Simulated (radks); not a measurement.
The thulium anion Tm- inside a hard spherical wall (all orbitals vanish at R), configuration held at [Xe] 4f14 6s2 and not refilled when levels cross. Method: scalar-relativistic Kohn-Sham, LDA (Slater exchange, VWN5 correlation), spin-unpolarised, spherical densities, point nucleus; computed with a radial shooting solver on a logarithmic mesh with Libxc functionals. Eigenvalues in eV, with the zero of energy where the potential of the charges vanishes at infinity; a dash marks a level that is unbound or too diffuse for the functional's potential to be trusted. A positive occupied level is held by the wall or, in an anion where self-interaction has pushed it up, behind a barrier. The pressure on the wall is -dE/dV.

\begin{tabular}{lrrrrrrrrr}
R (bohr) & E (hartree) & kinetic (hartree) & e(5s) & e(5p) & e(6s) & e(6p, empty) & e(5d, empty) & e(4f) & pressure (GPa) \\ \hline
10 & -13558.9743 & 14736.070 & -44.842 & -18.782 & 1.267 & - & - & 6.076 & 0.313 \\
7 & -13558.8756 & 14736.337 & -41.712 & -15.783 & 3.670 & 7.046 & 7.627 & 9.302 & 3.45 \\
5 & -13558.5293 & 14737.349 & -37.080 & -11.446 & 9.723 & 15.972 & 12.975 & 14.217 & 34.5 \\
4 & -13557.8598 & 14739.516 & -32.266 & -6.978 & 19.296 & 29.352 & 19.287 & 19.617 & 169 \\
3.5 & -13557.0274 & 14742.380 & -28.003 & -2.874 & 29.742 & 43.112 & 25.222 & 24.621 & 448 \\
3 & -13555.2182 & 14748.683 & -20.897 & 4.404 & 49.785 & 68.062 & 35.609 & 33.239 & 1400 \\
2 & -13537.7972 & 14804.883 & 22.864 & 54.577 & 192.70 & 230.01 & 103.02 & 82.578 & 25800 \\
\end{tabular}
